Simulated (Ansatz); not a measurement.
Consider the redistribution: `O[Si](O)(O)[O][Sn]([Cl])([Cl])[Cl]` + `BN` → `[NH2][Sn]([Cl])([Cl])[Cl]` + `BO[Si](O)(O)O`.

Program: Ansatz. Geometries: PBE0-D4/def2-TZVP. ΔE: electronic, gas phase. CBS: MP2 limit from def2 TZ/QZ plus the TZ coupled-cluster correction, frozen cores. This one scheme is used for every species. DFT in def2-TZVPP. def2 core potentials past Kr. For Sn outer-core shells are correlated without core-valence functions, which leaves a few kJ/mol of doubt a bond. One conformer a species, not always the lowest.

```tsv
level	ΔE (kJ/mol)	difference from CCSD(T)/CBS
PBE-D4	51.7	0.0
BLYP-D4	50.8	-0.9
B97M-V	53.2	1.5
r2SCANh-D4	51.7	0.0
ωB97X-V	51.2	-0.5
ωB97M-V	51.8	0.1
CAM-B3LYP	47.0	-4.7
MP2/def2-TZVPP	48.8	-2.9
SCS-MP2/def2-TZVPP	47.2	-4.5
CCSD/CBS(def2)	49.8	-1.9
CCSD(T)/CBS	51.7	0
```

Largest T1 diagnostic among the species: 0.012.

Leaving LDA and LC-ωPBE aside and taking each functional with its dispersion term where it has one, the values, not all of them listed here, spread over 6.6 kJ/mol, from B2PLYP to B97M-V. LDA lies +6.7 kJ/mol from PBE without D4. At CCSD(T), def2-SVP lies +6.9 kJ/mol from the extrapolated value and def2-TZVPP −2.1 kJ/mol. In def2-TZVPP, CCSD(T) changes the Hartree–Fock value by +10.0 kJ/mol (the triples alone add +1.9 kJ/mol) and MP2 by +9.2 kJ/mol.
